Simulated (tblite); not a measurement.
Species: C6H5FNO (doublet state).
Cartesian coordinates in Å at the GFN2-xTB level; atoms count from 1:
```xyz
14
C6H5FNO angstrom
N      0.546    3.464   -0.160
C      0.446    2.318   -0.069
C      0.309    0.944    0.044
C      1.403    0.075   -0.007
C      1.218   -1.271    0.121
O     -0.001   -1.864    0.193
C     -1.084   -1.089   -0.197
F     -1.122   -1.076   -1.578
C     -1.048    0.354    0.298
H      2.399    0.466   -0.127
H      2.019   -1.988    0.180
H     -1.988   -1.623    0.125
H     -1.827    0.921   -0.216
H     -1.269    0.367    1.371
```

Level: GFN2-xTB in tblite, geometry and Hessian alike; calculated harmonic values, unscaled, isolated species. Against measured fundamentals such values can be off by several per cent, at times by over 20. One conformer, not necessarily the lowest. Open shells enter through the occupations alone, without spin polarisation, and single modes of such species can be off by tens of per cent.

Harmonic wavenumbers (cm⁻¹): 72.5, 125.9, 147.9, 236.2, 333.9, 383.9, 422.8, 509.0, 511.8, 542.1, 632.0, 732.0, 752.5, 836.6, 863.4, 890.6, 969.6, 987.1, 1013.7, 1099.2, 1140.9, 1195.1, 1225.6, 1247.6, 1274.1, 1285.7, 1321.1, 1405.8, 1430.8, 1505.8, 2289.2, 2924.8, 2928.8, 2992.8, 3110.7, 3122.1.

A = 3334, B = 1225, C = 1024 MHz; mass 126.036 u (most abundant isotopes); point group C1, symmetry number 1; spin multiplicity 2.

Task: Zero-point energy?

Result: Half the sum of the wavenumbers: 21232 cm⁻¹ = 253.99 kJ/mol.

Task: What is S at 273.15 K and 1 bar for an ideal gas of classical rigid rotors and harmonic oscillators?

Result: Translation 167.36, rotation 119.12, vibration 70.06, spin (R ln 2) 5.76: S = 362.3 J/(mol K).

Task: And Cp and H(273.15 K) − H(0)?

Result: Cp = 119.99 J/(mol K), of which vibrations give 86.73 (their classical limit is 36 R = 299.3); H(273.15 K) − H(0) = 20.02 kJ/mol without the zero-point energy, 10.93 from vibrations.

Task: Blend soft modes into free rotors: weight 1/[1 + (100 cm⁻¹/ν̃)⁴] for the oscillator and the rest for a rotor with moment μB/(μ + B), μ = h/(8π²ν), B = 10⁻⁴⁴ kg m². What vibrational entropy results?

Result: 66.96 J/(mol K) in place of 70.06, which changes −T·S at 273.15 K by +0.85 kJ/mol.

Task: How do the functions run with temperature in this model?

Result: 
| T (K) | S (J/(mol K)) | Cp (J/(mol K)) | H − H(0) (kJ/mol) | G − H(0) (kJ/mol) | ln q(vib) |
| --- | --- | --- | --- | --- | --- |
| 150 | 304.8 | 76.8 | 7.94 | -37.78 | 1.54 |
| 250 | 352.0 | 111.7 | 17.34 | -70.67 | 3.21 |
| 298.15 | 373.2 | 128.9 | 23.13 | -88.14 | 4.06 |
| 400 | 415.9 | 162.4 | 38.01 | -128.34 | 5.92 |
| 600 | 491.7 | 211.2 | 75.74 | -219.28 | 9.66 |
| 900 | 586.3 | 254.2 | 146.20 | -381.51 | 15.07 |

q(vib) and H(0) count from the zero-point level.

Hindered rotation and anharmonicity are outside this model. Other conformers, if any are populated, would add a mixing term that is left out. The structure is chiral; the term R ln 2 for an equal mix with its mirror image is left out.
